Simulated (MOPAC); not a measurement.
A run for MOPAC: AM1 on BCl2HO (SMILES OB(Cl)Cl), a point of a torsion scan.

```
AM1 1SCF PRECISE CHARGE=0 THREADS=1
BCl2HO

O     -0.89338138 1    -0.48809644 1     0.29269650 1
B      0.34679455 1    -0.03492025 1     0.13625994 1
Cl     1.06947983 1     0.92191228 1     1.38150330 1
Cl     1.24791458 1    -0.30227187 1    -1.33723054 1
H     -1.63941657 1    -0.30977594 1    -0.27326604 1
```

Output:

```
*******************************************************************************
 **                                                                           **
 **                              MOPAC v23.2.5                                **
 **                                                                           **
 *******************************************************************************
 ** MOPAC's Digital Object Identifier: https://doi.org/10.5281/zenodo.6511958 **
 **                                                                           **
 ** Please cite the open-source release paper for use of this MOPAC version:  **
 ** J. E. Moussa and J. J. P. Stewart (2026)                                  **
 ** MOPAC: An open-source semiempirical molecular orbital program             **
 ** J. Open Source Softw., 11(119), 8025, https://doi.org/10.21105/joss.08025 **
 *******************************************************************************

                              AM1 CALCULATION RESULTS

 *******************************************************************************
 *  AM1        - The AM1 Hamiltonian to be used
 *
 *
 *
 *                 CHARGE ON SYSTEM = 0
 *
 *
 *
 *  PRECISE    - TIGHTER CRITERIA TO BE USED
 *  1SCF       - DO 1 SCF AND THEN STOP
 *  THREADS=1  - MULTI-THREADING NOT USED
 *  T=         - A TIME OF 172800.0 SECONDS REQUESTED
 *  DUMP=N     - RESTART FILE WRITTEN EVERY 7200.0 SECONDS REQUESTED
 *******************************************************************************
AM1 1SCF PRECISE CHARGE=0 THREADS=1
 BCl2HO

   ATOM   CHEMICAL          X               Y               Z
  NUMBER   SYMBOL      (ANGSTROMS)     (ANGSTROMS)     (ANGSTROMS)

     1       O         -0.89338138  *  -0.48809644  *   0.29269650  *
     2       B          0.34679455  *  -0.03492025  *   0.13625994  *
     3      Cl          1.06947983  *   0.92191228  *   1.38150330  *
     4      Cl          1.24791458  *  -0.30227187  *  -1.33723054  *
     5       H         -1.63941657  *  -0.30977594  *  -0.27326604  *



          CARTESIAN COORDINATES

    NO.       ATOM           X           Y           Z

     1         O         -0.8934     -0.4881      0.2927
     2         B          0.3468     -0.0349      0.1363
     3        Cl          1.0695      0.9219      1.3815
     4        Cl          1.2479     -0.3023     -1.3372
     5         H         -1.6394     -0.3098     -0.2733

  H: (AM1): M.J.S. DEWAR ET AL, J. AM. CHEM. SOC. 107 3902-3909 (1985)
  B: (AM1): M.J.S. DEWAR ET AL, ORGANOMETALLICS, 7, 513-521 (1988)
  O: (AM1): M.J.S. DEWAR ET AL, J. AM. CHEM. SOC. 107 3902-3909 (1985)
 Cl: (AM1): M.J.S. DEWAR AND E. G. ZOEBISCH, THEOCHEM, 180, 1 (1988).

           Empirical Formula: H O B Cl2  =     5 atoms



      MOLECULAR POINT GROUP   :   C1


      RHF CALCULATION, NO. OF DOUBLY OCCUPIED LEVELS = 12


 -------------------------------------------------------------------------------
 AM1 1SCF PRECISE CHARGE=0 THREADS=1
 BCl2HO



     1SCF WAS SPECIFIED, SO BFGS WAS NOT USED
     SCF FIELD WAS ACHIEVED


                              AM1 CALCULATION
                                                       MOPAC v23.2.5 Linux




          FINAL HEAT OF FORMATION =       -131.76853 KCAL/MOL =    -551.31953 KJ/MOL


          COSMO AREA              =        106.37 SQUARE ANGSTROMS
          COSMO VOLUME            =         91.06 CUBIC ANGSTROMS

          IONIZATION POTENTIAL    =         11.959455 EV
          HOMO LUMO ENERGIES (EV) =        -11.959 -0.372
          NO. OF FILLED LEVELS    =         12
          MOLECULAR WEIGHT        =         98.7233         POINT GROUP:  C1

          MOLECULAR DIMENSIONS (Angstroms)

            Atom       Atom       Distance
            H     5   Cl     3     3.40491
           Cl     4    O     1     2.51367
            H     5    O     1     0.50872


          SCF CALCULATIONS        =          1





   ATOM   CHEMICAL          X               Y               Z
  NUMBER   SYMBOL      (ANGSTROMS)     (ANGSTROMS)     (ANGSTROMS)

     1       O         -0.89338138  *  -0.48809644  *   0.29269650  *
     2       B          0.34679455  *  -0.03492025  *   0.13625994  *
     3      Cl          1.06947983  *   0.92191228  *   1.38150330  *
     4      Cl          1.24791458  *  -0.30227187  *  -1.33723054  *
     5       H         -1.63941657  *  -0.30977594  *  -0.27326604  *

                             CARTESIAN COORDINATES

   1    O       -0.893381380    -0.488096440     0.292696500
   2    B        0.346794550    -0.034920250     0.136259940
   3   Cl        1.069479830     0.921912280     1.381503300
   4   Cl        1.247914580    -0.302271870    -1.337230540
   5    H       -1.639416570    -0.309775940    -0.273266040


           Empirical Formula: H O B Cl2  =     5 atoms



      MOLECULAR POINT GROUP   :   C1


                  EIGENVALUES
 -38.70454 -37.45109 -37.20331 -23.48249 -19.06250 -16.81600 -15.66847 -13.27073
 -12.59493 -12.46559 -12.30351 -11.95945  -0.37187   1.02696   3.10568   3.78726
   6.73517


              NET ATOMIC CHARGES AND DIPOLE CONTRIBUTIONS

  ATOM NO.   TYPE          CHARGE      No. of ELECS.   s-Pop       p-Pop
    1          O          -0.371373        6.3714     1.79716     4.57422
    2          B           0.285085        2.7149     1.13521     1.57970
    3         Cl          -0.078928        7.0789     1.98035     5.09857
    4         Cl          -0.137451        7.1375     1.98158     5.15587
    5          H           0.302667        0.6973     0.69733
 DIPOLE           X         Y         Z       TOTAL
 POINT-CHG.    -1.544     0.223    -0.374     1.604
 HYBRID        -0.339     0.014    -0.423     0.542
 SUM           -1.883     0.237    -0.797     2.058


          ATOMIC ORBITAL ELECTRON POPULATIONS

     Atom    s        px        py        pz
    1  O   1.79716   1.23677   1.72075   1.61670
    2  B   1.13521   0.61498   0.39130   0.57342
    3 Cl   1.98035   1.83690   1.66991   1.59176
    4 Cl   1.98158   1.78474   1.91960   1.45153
    5  H   0.69733

 **********************
 *                    *
 * JOB ENDED NORMALLY *
 *                    *
 **********************




 == MOPAC DONE ==
```

The run finished.

Cost: around 0.04 core-seconds (rough).
